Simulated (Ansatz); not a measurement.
Reaction (isomerisation): `C[NH][GeH2][CH3]` → `C[N](C)[GeH3]`

Computed with Ansatz on PBE0-D4/def2-TZVP structures; ΔE is electronic, products minus reactants. CCSD(T)/CBS is the MP2 limit (def2-TZVPP, def2-QZVPP) plus CCSD(T) − MP2 in def2-TZVPP, frozen cores. Functionals use def2-TZVPP. B3LYP here is the variant with VWN-RPA as its local correlation; programs differ in this. HSE06 is defined as in plane-wave codes. For Ge outer-core shells are correlated without core-valence functions, which leaves a few kJ/mol of doubt a bond. Scalar relativity is left out up to krypton. Each species was taken in one conformer, which may not be the lowest.

Task: Is it downhill or uphill in electronic energy at CCSD(T)/CBS, and by how much? (An estimate is asked.)

Result: The calculation gave: Uphill: ΔE = +60.7 kJ/mol.

Task: What do these levels give: BLYP-D4, r2SCAN-D4, B3LYP-D4, CAM-B3LYP-D4, B2PLYP, HSE06, HF/def2-SVP, CCSD(T)/def2-SVP, CCSD(T)/def2-TZVPP, HF/def2-QZVPP, MP2/def2-QZVPP, CCSD/CBS(def2)? (Best estimate.)

Result: The calculation gave: BLYP-D4 53.7, r2SCAN-D4 58.7, B3LYP-D4 55.8, CAM-B3LYP-D4 55.3, B2PLYP 59.6, HSE06 58.9, HF/def2-SVP 47.1, CCSD(T)/def2-SVP 40.5, CCSD(T)/def2-TZVPP 59.8, HF/def2-QZVPP 57.9, MP2/def2-QZVPP 62.6, CCSD/CBS(def2) 61.3 kJ/mol.

Task: What do rigid-rotor, harmonic-oscillator terms from PBE0-D4/def2-TZVP frequencies (298.15 K, 1 bar) make of the CCSD(T)/CBS value? (An estimate is asked.)

Result: The calculation gave: ΔZPE = -3.2 kJ/mol, ΔH = +56.1 kJ/mol, ΔS = -14 J/(mol·K), ΔG = +60.1 kJ/mol.

Largest T1 diagnostic among the species: 0.011.

At CCSD(T), def2-SVP lies −20.2 kJ/mol from the extrapolated value and def2-TZVPP −0.9 kJ/mol. Leaving LDA and LC-ωPBE aside and taking each functional with its dispersion term where it has one, the values, not all of them listed here, spread over 7.8 kJ/mol, from revPBE-D4 to PBE-QIDH. LDA lies −10.0 kJ/mol from PBE without D4.
